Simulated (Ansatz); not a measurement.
Geometry optimisation, RKS PBE/def2-SVP in Ansatz 0.2.0.

Input file:

```yaml
crystal:
  periodic: [false, false, false]
  atoms:
    - { symbol: Sn, position_ang: [0.04456, -0.545697, -0.368662] }
    - { symbol: Cl, position_ang: [0.747089, 0.538562, 3.003538] }
    - { symbol: Cl, position_ang: [2.111358, 0.317272, -1.113054] }
    - { symbol: H, position_ang: [-1.011619, 0.648851, 0.240587] }
    - { symbol: Cl, position_ang: [-0.902387, -1.679404, -2.217772] }
    - { symbol: O, position_ang: [0.384338, -1.96242, 0.969914] }
    - { symbol: H, position_ang: [0.769109, -2.758718, 0.549767] }
    - { symbol: H, position_ang: [0.799653, -0.781947, 2.788182] }
basis:
  gaussian: { orbitals: def2-SVP }
hamiltonian:
  xc: pbe
relax:
  f_tol: 0.03
  max_steps: 50
output:
  orbitals: {}
```

Launched with:

```bash
$ ansatz run input.yaml --threads 4 --pin off --max-ram 5120MiB --backend cpu --events-out ev --progress --plain --runs-dir out
```

Q: Where does it end, and by what steps?

A: The run converged. After 8 steps the energy has fallen by 0.117 eV; H8 moved furthest, 0.44 Å.

| step | energy less start (eV) | largest force component (eV/Å) | accepted |
| --- | --- | --- | --- |
| 0 | 0.0000 | 0.879 | yes |
| 1 | -0.0638 | 0.604 | yes |
| 2 | -0.1026 | 0.365 | yes |
| 3 | -0.1102 | 0.391 | yes |
| 4 | -0.1139 | 0.086 | yes |
| 5 | -0.1152 | 0.095 | yes |
| 6 | -0.1162 | 0.109 | yes |
| 7 | -0.1166 | 0.041 | yes |
| 8 | -0.1166 | 0.005 | yes |

```xyz
8
Properties=species:S:1:pos:R:3
Sn 0.014 -0.484 -0.340
Cl 0.849 0.326 2.955
Cl 2.116 0.298 -1.048
H -1.083 0.701 0.213
Cl -0.863 -1.694 -2.167
O 0.300 -1.891 1.093
H 0.889 -2.608 0.782
H 0.720 -0.871 2.364
```

Whether the end is a true minimum wasn't checked by a vibrational analysis.

Time of the run: 12 s on 4 threads of Arm Neoverse V2 (shared host), peak memory 0.16 GiB.
